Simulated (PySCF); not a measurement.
BiCl3, triplet, geometry from GFN2-xTB (such geometries of metal compounds can be far from the true shape) (a higher spin typed on purpose: for a closed-shell molecule this is an excited state) (core potentials on Bi). Base run: PySCF with PBE/def2-SVP.

Input for PySCF:
```python
from pyscf import gto, scf, dft, solvent

mol = gto.Mole()
mol.atom = '''
    Bi   -0.28377454    0.26611075    0.37474445
    Cl   -0.33650461   -2.64231593    0.11546801
    Cl    0.67411378    2.37711574   -0.55558996
    Cl    1.04787831   -1.03404643   -1.38951269
'''
mol.basis = 'def2-svp'
mol.ecp = {'Bi': 'def2-svp'}
mol.spin = 2
mol.verbose = 4
mol.build()

mf = dft.UKS(mol)
mf.xc = 'pbe'
mf.kernel()
```

Each row names what was changed in the base input (with any setting that the change needs).

| change | ΔE vs base (kcal/mol) | dipole (D) |
|---|---|---|
| base | 0.000 | 2.74 |
| model = IEF-PCM; solvent = n-hexane; lebedev_order = 41 | -1.94 | 3.11 |
| model = C-PCM; solvent = n-hexane | -2.38 | 3.21 |
| model = COSMO; solvent = n-hexane | -1.84 | 3.10 |
| model = IEF-PCM; solvent = n-hexane | -1.94 | 3.11 |
| model = IEF-PCM; solvent = acetonitrile | -5.56 | 3.87 |
| model = ddCOSMO; solvent = n-hexane | -2.57 | 3.24 |
| model = IEF-PCM; solvent = n-hexane; r_probe = 0.5 | -0.91 | 2.96 |
| model = IEF-PCM; solvent = n-hexane; vdw_scale = 1.4 | -1.05 | 2.98 |
| model = IEF-PCM; solvent = 2-propanol | -5.33 | 3.81 |
| model = IEF-PCM; solvent = tetrahydrofuran | -4.58 | 3.65 |
| model = IEF-PCM; solvent = n-hexane; lebedev_order = 11 | -1.94 | 3.11 |

The base is the gas phase, so ΔE is the electrostatic part of solvation at a fixed geometry, without cavity and dispersion terms.

Open shells are given as the SCF converged; they aren't shown to be the lowest states, and a large step between rows can be another state.
